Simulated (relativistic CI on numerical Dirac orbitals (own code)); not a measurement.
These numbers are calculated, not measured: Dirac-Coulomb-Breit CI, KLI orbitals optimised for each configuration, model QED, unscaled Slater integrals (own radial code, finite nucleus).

CI space (outside the closed core [Ne]): 3s, 3p, 3d, 4s, 4p, 4d, 4f, 5s, 5p, 5d, 5f, 5g, 6s, 6p, 6d, 7s, 7p. Levels of other configurations are missing.

At this charge energies of transitions that change n are usually good to better than 1 %, and those within a shell (Δn = 0) to a few per cent.

Outline of the computed level scheme of Co XVII. Lowest level of each configuration: 3s ²S1/2 at 0.000 eV; 3p ²P°1/2 at 36.603 eV; 3d ²D3/2 at 89.448 eV; 4s ²S1/2 at 257.388 eV; 4p ²P°1/2 at 271.967 eV; 4d ²D3/2 at 291.472 eV; 4f ²F°5/2 at 299.507 eV; 5s ²S1/2 at 367.474 eV; 5p ²P°1/2 at 374.677 eV.

Some strong electric-dipole decays among the lowest 15 levels: 4f ²F°7/2 → 3d ²D5/2 (1.3e+12 s⁻¹); 4f ²F°5/2 → 3d ²D3/2 (1.2e+12 s⁻¹); 4d ²D5/2 → 3p ²P°3/2 (5.3e+11 s⁻¹); 4d ²D3/2 → 3p ²P°1/2 (4.4e+11 s⁻¹); 4s ²S1/2 → 3p ²P°3/2 (2.6e+11 s⁻¹); 4p ²P°1/2 → 3s ²S1/2 (2.5e+11 s⁻¹); 4p ²P°3/2 → 3s ²S1/2 (2.3e+11 s⁻¹); 5p ²P°1/2 → 3s ²S1/2 (1.5e+11 s⁻¹).
